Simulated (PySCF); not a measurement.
**`CC[C@H]1[Se]C[C@@H]1F`, C$_{5}$H$_{9}$FSe**

Cartesian coordinates in Å; atom numbers follow the order of the lines, from 1:
```xyz
16

C     2.1227   -0.4177    0.2338
C     1.0317   -0.4752   -0.8312
C    -0.1178    0.4400   -0.4736
Se   -1.6926    0.4528   -1.7156
C    -2.3639    0.4834    0.1453
C    -1.0175    0.0266    0.6885
F    -0.6815    0.6231    1.8819
H     2.5334    0.5871    0.3044
H     2.9275   -1.1045   -0.0163
H     1.7237   -0.6924    1.2073
H     0.6624   -1.4990   -0.9321
H     1.4394   -0.1701   -1.7984
H     0.2148    1.4737   -0.3473
H    -2.5935    1.5062    0.4412
H    -3.2109   -0.1707    0.3365
H    -0.9853   -1.0544    0.8641
```

The calculation used TDDFT B3LYP/def2-SVPD circular dichroism and optical rotation, one conformer, gas phase (PySCF). Geometry: GFN2-xTB.

The molecule is flexible and this is one conformer; a measurement averages over conformers. The calculation is non-relativistic, which matters for the atoms heavier than Zn. States above about 6.1 eV (minus the energy of the highest occupied orbital) lie near or above the ionisation threshold and depend on the basis.

Problem. Draw the ECD and absorption spectra from the lowest 12 states, each a Gaussian of half-width 0.35 eV at 1/e height.

Solution. 
| E (eV) | λ (nm) | Δε (L mol⁻¹ cm⁻¹) | ε (L mol⁻¹ cm⁻¹) |
| --- | --- | --- | --- |
| 3.38 | 367 | -0.01 | 0.421 |
| 3.48 | 357 | -0.01 | 0.877 |
| 3.58 | 347 | -0.02 | 1.55 |
| 3.68 | 337 | -0.03 | 2.34 |
| 3.78 | 328 | -0.04 | 2.99 |
| 3.88 | 320 | -0.05 | 3.24 |
| 3.98 | 312 | -0.04 | 2.99 |
| 4.08 | 304 | -0.03 | 2.36 |
| 4.18 | 297 | -0.02 | 1.71 |
| 4.28 | 290 | -0.01 | 1.66 |
| 4.38 | 283 | -0.01 | 3.78 |
| 4.48 | 277 | -0.02 | 12.3 |
| 4.58 | 271 | -0.05 | 37.4 |
| 4.68 | 265 | -0.14 | 97.6 |
| 4.78 | 260 | -0.30 | 217 |
| 4.88 | 254 | -0.57 | 409 |
| 4.98 | 249 | -0.92 | 658 |
| 5.08 | 244 | -1.28 | 908 |
| 5.18 | 240 | -1.57 | 1090 |
| 5.28 | 235 | -1.79 | 1190 |
| 5.38 | 231 | -2.04 | 1280 |
| 5.48 | 226 | -2.49 | 1490 |
| 5.58 | 222 | -3.16 | 1900 |
| 5.68 | 218 | -3.81 | 2470 |
| 5.78 | 215 | -3.97 | 3010 |
| 5.88 | 211 | -3.15 | 3320 |
| 5.98 | 207 | -1.09 | 3370 |
| 6.08 | 204 | +2.06 | 3290 |
| 6.18 | 201 | +5.76 | 3240 |
| 6.28 | 198 | +9.07 | 3280 |
| 6.38 | 194 | +11.06 | 3320 |
| 6.48 | 191 | +11.18 | 3220 |
| 6.58 | 189 | +9.66 | 2950 |
| 6.68 | 186 | +7.32 | 2600 |
| 6.78 | 183 | +5.07 | 2290 |
| 6.88 | 180 | +3.55 | 2070 |
| 6.98 | 178 | +3.05 | 1980 |
| 7.08 | 175 | +3.56 | 1980 |
| 7.18 | 173 | +4.79 | 2040 |

Δε uses R in velocity form, ε uses f in length form. Only the states computed contribute, so the short-wavelength end is incomplete.

The sign of the CD band at 209 nm isn't settled: the length form gives the opposite one.
